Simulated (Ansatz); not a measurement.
Cl$_{2}$IIn, SMILES `[Cl][In]([Cl])[I]`. Charge 0, multiplicity 1. Correlated methods include outer-core shells of I, In, which these sets cover unevenly. In, I: def2 effective core potential.

Z-matrix (Å, degrees):
```
In
Cl 1 2.302
I 1 2.617 2 121.5
Cl 1 2.302 2 117.0 3 -180.0
```

Problem. Give the diagnostics of a CCSD(T)/def2-TZVPP run (frozen core, Ansatz 0.2.0). (Estimate.)

Solution. Computed: T1 = 0.0114, largest single amplitude 0.047, largest double 0.037, (T) share of the correlation energy 3.1 %, 8 CCSD cycles. The RHF solution is stable towards an unrestricted one. T1 lies under the customary mark of 0.02 for closed shells.
